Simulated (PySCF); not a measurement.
PySCF input file for diantimony anion (Sb2), SMILES [Sb]#[Sb] (connectivity only; charge and spin as stated), charge -1, multiplicity 2, PBE0-D3(BJ)/def2-TZVPD. Geometry: PBE0-D3(BJ)/def2-TZVPD. The multiplicity is an assumed one; other spin states were not compared. The def2 effective core potentials stand for the cores of Sb; spin–orbit coupling is left out.

```python
import numpy as np
from pyscf import gto, scf, dft, df
from pyscf.hessian import thermo

mol = gto.M(
    atom='''
    Sb    0.00000000    0.00000000   -1.28005465
    Sb    0.00000000    0.00000000    1.28005465
    ''',
    basis='def2-TZVPD',
    ecp={'Sb': 'def2-tzvp'},
    charge=-1,
    spin=1,
    max_memory=1600,
    verbose=3,
)
mf = dft.UKS(mol, xc='pbe0').density_fit(auxbasis='def2-universal-jkfit')
mf.disp = 'd3bj'
mf.grids.level = 3
mf.conv_tol = 1e-11
mf.max_cycle = 100
mf.kernel()
fine, coarse = mf.grids, dft.Grids(mol).set(level=1).build(with_non0tab=True)
for _ in range(3):  # follow internal instabilities
    mf.grids = coarse
    mo, _, stable, _ = mf.stability(return_status=True, nroots=4)
    mf.grids = fine
    if stable:
        break
    mf.kernel(mf.make_rdm1(mo, mf.mo_occ))

# [left out here: the lines that compute and print the analytic Hessian (its translational invariance restored by hand, since the grid's response is missing), thermochemistry and intensities]
```

It prints:

```

WARN: HOMO -0.972934709629176 >= LUMO -0.972934709629178

converged SCF energy = -480.59205957548  <S^2> = 0.75580152  2S+1 = 2.0057931
<class 'pyscf.df.df_jk.DFUKS'> wavefunction is stable in the internal stability analysis

WARN: DFTD3 does not support analytical Hessian, using finite difference


WARN: Mole.unit (angstrom) is changed to Bohr

Mode                                 0
Irrep
Freq [cm^-1]                      254.5786
Reduced mass [au]                 121.7600
Force const [Dyne/A]                4.6494
Char temp [K]                     366.2820
Normal mode                   x     y     z
       0  Sb                 0.00  0.00 -0.06
       1  Sb                 0.00  0.00  0.06
temperature 298.1500 [K]
pressure 101325.00 [Pa]
Rotational constants [GHz] inf 1.26656 1.26656
Symmetry number 2
Zero-point energy (ZPE) 0.00058 [Eh]   1522.718 [J/mol]
                           tot       elec      trans        rot        vib
Entropy [J/mol/K]       263.358      5.763    177.280     73.208      7.107
Cv [J/mol/K]             28.129      0.000     12.472      8.314      7.343
Cp [J/mol/K]             36.444      0.000     20.786      8.314      7.343
Internal energy [J/mol]                      3718.434   2478.956   2783.166
Internal energy [Eh]   -480.58864  -480.59206
Enthalpy [J/mol]                             6197.391   2478.956   2783.166
Enthalpy [Eh]          -480.58769
Gibbs free energy [J/mol]                  -46658.713 -19347.899    664.161
Gibbs free energy [Eh] -480.61760
mode   freq/cm-1   IR/(km/mol)
   1      254.58         0.000
max |gradient| / (hartree/bohr): 1.7897260062430617e-05
APT charges: [-0.5 -0.5]
```

The run converged.

Cost: around 100 core-seconds (rough).
